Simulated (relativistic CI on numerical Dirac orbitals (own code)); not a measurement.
Electric-dipole transitions in Ti V

These numbers are calculated, not measured: Dirac-Coulomb-Breit CI, KLI orbitals optimised for each configuration, model QED (radiative potential, 1s self-energy scaled to tabulated hydrogen-like ionisation energies), valence Slater integrals scaled by 0.85, P86 correlation energy added to each configuration (own radial code, finite nucleus).

Configuration list (outside the closed core [Ne]): 3s2 3p6, 3s2 3p5 3d, 3s 3p6 3d, 3s2 3p5 4s, 3s2 3p5 4p, 3s2 3p5 4d, 3s2 3p5 5s, 3s2 3p5 4f, 3s2 3p5 5p, 3s2 3p5 5d, 3s2 3p5 5f, 3s2 3p5 5g, 3s 3p6 4s, 3p6 3d2, 3p5 3d3, 3p5 3d2 4s, 3p5 3d2 4p, 3p5 3d2 4d, 3p5 3d2 5s. Double excitations out of closed p, d and f shells are left out; levels of such configurations are missing from the list, as are those of other unlisted configurations, and high levels can miss mixing partners. These lack a partner that the ground configuration has and come out too high: 3s2 3p5 4f, 3s2 3p5 5p, 3s2 3p5 5d, 3s2 3p5 5f, 3s2 3p5 5g.

```
λ vac (nm)                  Lower                   Upper   A (s⁻¹)  log gf  S velocity/length
    24.746   3s2 3p5 3d 3F°_4 [5]    3s2 3p5 5f 3G_5 [82]  1.17e+10    0.07               0.95
    25.094       3s2 3p6 1S_0 [1]   3s2 3p5 3d 1P°_1 [13]  2.00e+11    0.75               0.59
    28.390   3s2 3p5 3d 3P°_1 [3]    3s2 3p5 4f 3D_2 [52]  1.25e+10   -0.12               0.82
    28.490   3s2 3p5 3d 3P°_2 [4]    3s2 3p5 4f 3D_3 [53]  1.30e+10    0.05               0.83
    29.306   3s2 3p5 3d 3F°_4 [5]    3s2 3p5 4f 3G_5 [48]  1.80e+10    0.41               0.92
    29.430   3s2 3p5 3d 3F°_3 [6]    3s2 3p5 4f 3G_4 [51]  1.14e+10    0.12               0.92
    30.833  3s2 3p5 3d 1F°_3 [12]    3s2 3p5 4f 3F_4 [62]  1.16e+10    0.17               0.92
    30.938   3s2 3p5 3d 3D°_3 [8]    3s2 3p5 4f 3F_4 [55]  1.25e+10    0.21               0.91
    38.638  3s2 3p5 4s 3P°_2 [14]     3s 3p6 4s 3S_1 [98]  2.35e+10    0.20               0.49
    39.567   3s2 3p5 3d 3F°_4 [5]     3s 3p6 3d 3D_3 [30]  1.26e+10    0.32               0.62
    39.900   3s2 3p5 3d 3F°_3 [6]     3s 3p6 3d 3D_2 [29]  1.24e+10    0.17               0.62
    48.400   3s2 3p5 3d 3F°_4 [5]    3s2 3p5 4p 3D_3 [19]  3.95e+09   -0.01               0.81
    123.21   3s2 3p5 4p 3D_2 [20]   3s2 3p5 4d 3F°_3 [36]  2.68e+09    0.63               0.88
    123.35   3s2 3p5 4p 1P_1 [23]   3s2 3p5 4d 3F°_2 [40]  2.50e+09    0.45               0.88
    123.66   3s2 3p5 4p 3D_3 [19]   3s2 3p5 4d 3F°_4 [35]  3.07e+09    0.80               0.87
    124.11   3s2 3p5 4p 3D_1 [21]   3s2 3p5 4d 3F°_2 [37]  1.98e+09    0.36               0.87
    124.88   3s2 3p5 4p 3P_2 [25]   3s2 3p5 4d 3D°_3 [41]  2.88e+09    0.67               0.88
    125.91   3s2 3p5 4p 3P_1 [26]   3s2 3p5 4d 3D°_2 [42]  2.29e+09    0.43               0.88
    126.06   3s2 3p5 4p 3P_2 [22]   3s2 3p5 4d 3D°_3 [38]  2.37e+09    0.60               0.89
    153.78   3s2 3p5 4f 3G_5 [48]   3s2 3p5 5g 3H°_6 [92]  2.76e+09    1.10               1.01
    154.69   3s2 3p5 4f 3G_4 [51]   3s2 3p5 5g 1H°_5 [93]  2.64e+09    1.02               1.01
    155.94   3s2 3p5 4f 3G_3 [61]  3s2 3p5 5g 3H°_4 [103]  2.55e+09    0.92               1.00
    156.16   3s2 3p5 4f 3D_3 [53]   3s2 3p5 5g 3F°_4 [94]  2.01e+09    0.82               1.01
    156.38   3s2 3p5 4f 3F_4 [62]  3s2 3p5 5g 3H°_5 [104]  2.65e+09    1.03               1.00
    157.22   3s2 3p5 4f 3G_3 [54]   3s2 3p5 5g 1G°_4 [96]  2.33e+09    0.89               1.00
    157.73   3s2 3p5 4f 3F_4 [55]   3s2 3p5 5g 3G°_5 [97]  2.41e+09    1.00               1.00
    157.76   3s2 3p5 4f 3F_3 [63]  3s2 3p5 5g 3F°_4 [105]  2.52e+09    0.93               1.00
    158.74   3s2 3p5 4f 3F_2 [64]  3s2 3p5 5g 3G°_3 [106]  2.45e+09    0.81               0.99
    180.88  3s2 3p5 4d 3P°_2 [34]    3s2 3p5 4f 3D_3 [53]  9.30e+08    0.50               0.88
    182.12  3s2 3p5 4s 3P°_2 [14]    3s2 3p5 4p 3D_3 [19]  6.63e+08    0.36               0.93
    186.07  3s2 3p5 4d 3F°_4 [35]    3s2 3p5 4f 3G_5 [48]  1.37e+09    0.89               0.91
    186.70  3s2 3p5 4d 3F°_2 [40]    3s2 3p5 4f 3G_3 [61]  1.28e+09    0.67               0.89
    186.72  3s2 3p5 4d 3D°_2 [42]    3s2 3p5 4f 3F_3 [63]  1.18e+09    0.63               0.88
    186.95  3s2 3p5 4d 3F°_3 [36]    3s2 3p5 4f 3G_4 [51]  1.26e+09    0.78               0.90
    187.45  3s2 3p5 4d 3F°_2 [37]    3s2 3p5 4f 3G_3 [54]  1.11e+09    0.61               0.89
    187.81  3s2 3p5 4d 3D°_3 [41]    3s2 3p5 4f 3F_4 [62]  1.33e+09    0.80               0.88
    188.93  3s2 3p5 4d 3D°_3 [38]    3s2 3p5 4f 3F_4 [55]  1.18e+09    0.75               0.88
    287.67   3s2 3p5 5p 3D_2 [58]   3s2 3p5 5d 3F°_3 [74]  5.92e+08    0.71               0.95
    289.01   3s2 3p5 5p 3D_3 [57]   3s2 3p5 5d 3F°_4 [72]  6.43e+08    0.86               0.92
    289.06   3s2 3p5 5p 3D_2 [68]   3s2 3p5 5d 3F°_3 [79]  7.00e+08    0.79               0.95
    404.90  3s2 3p5 5d 3F°_2 [78]    3s2 3p5 5f 3G_3 [99]  3.86e+08    0.82               0.86
    406.44  3s2 3p5 5d 3F°_3 [79]   3s2 3p5 5f 3F_4 [100]  4.00e+08    0.95               0.86
    406.66  3s2 3p5 5d 3F°_4 [72]    3s2 3p5 5f 3G_5 [82]  4.05e+08    1.04               0.86
    407.01  3s2 3p5 5d 3F°_3 [74]    3s2 3p5 5f 3G_4 [84]  3.80e+08    0.93               0.86
    407.97  3s2 3p5 5d 3D°_3 [76]    3s2 3p5 5f 3F_4 [88]  3.49e+08    0.89               0.87
```

Terms are leading LS components. Brackets give the number of a level in order of energy, since labels repeat. The list gives strong lines, with weight on those to low levels, among the lowest 107 of 1048 levels, so that lines to higher ones, which can be the strongest, are missing, and without 9 lines that miss the measured interval by over 7 %, start from a term whose rates miss tabulated ones by over 60 %, have gauges far apart or, lacking measured levels, span too small a gap for the errors found; lines with a level outside our table were not tested and can miss by more. Levels whose partners in the same complex of configurations lie outside the list can be far off, and so can their lines. Rates are taken at the computed energies, electric ones in the length gauge. A velocity-to-length ratio far from 1 marks an uncertain rate.

At this charge configurations can still be misplaced by up to about 7 % of their energy. 32 of the 44 excited levels that our extract of the measured tables holds in this range could be paired (the sources list more); they are missed by 7155 cm⁻¹ on average and 62903 at most, and levels without a partner can miss by more.

(1) From the table, what is the radiative lifetime of 3s2 3p5 5f 3G_5?

Results:

(1) The listed rates from this level add up to about 1.21e+10 s⁻¹, 98 % of its decay; with all channels τ = 8.10e-11 s.

LS names give the leading component of a level, which can be under half, so a name can repeat, a term be missing and a line seem to break the LS rules.
